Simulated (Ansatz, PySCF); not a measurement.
Energy difference R1 + 2 R2 → 2 P1 + P2, each structure at its B3LYP-D3(BJ)/def2-TZVP stationary point, reached from a drawn start (curvature not checked).
P1, H2 (SMILES [H][H]) (charge 0, multiplicity 1):
```json
[
 {"atom": "H", "x (Å)": "0.0000", "y (Å)": "0.0000", "z (Å)": "0.3720"},
 {"atom": "H", "x (Å)": "0.0000", "y (Å)": "0.0000", "z (Å)": "-0.3720"}
]
```
R1, H2O (SMILES O) (charge 0, multiplicity 1):
```xyz
3

O      0.000     0.000     0.390
H      0.000     0.765    -0.195
H      0.000    -0.765    -0.195
```
R2: SiH4 (SMILES [SiH4]), charge 0, multiplicity 1.
P2: H6OSi2 (SMILES [SiH3]O[SiH3]), charge 0, multiplicity 1.

P less R. No zero-point or thermal terms.

Frozen-core correlation throughout.

Run with Ansatz (Gaussian basis) for Hartree–Fock, density functionals and correlated methods; PySCF for the D3/D4 terms. Each number belongs to the level named beside it.

| level | reaction energy (kJ/mol) |
|---|---|
| BLYP-D3(BJ)/def2-TZVPP | -143.3 |
| r2SCAN-D4/def2-TZVPP | -148.2 |
| BHLYP-D3(BJ)/def2-TZVPP | -151.1 |
| wB97M-V/def2-TZVPP | -143.7 |
| B2PLYP/def2-TZVPP | -144.5 |
| SCS-MP2/cc-pV(D+d)Z | -121.0 |
| SCS-MP2/cc-pV(T+d)Z | -159.5 |
| CCSD/cc-pV(T+d)Z | -144.4 |
| CCSD(T)/cc-pV(Q+d)Z | [?] |

Q: Fill in the missing entries.

A: 
- CCSD(T)/cc-pV(Q+d)Z, reaction energy (kJ/mol): -149.8

Ansatz is a first-principles code.
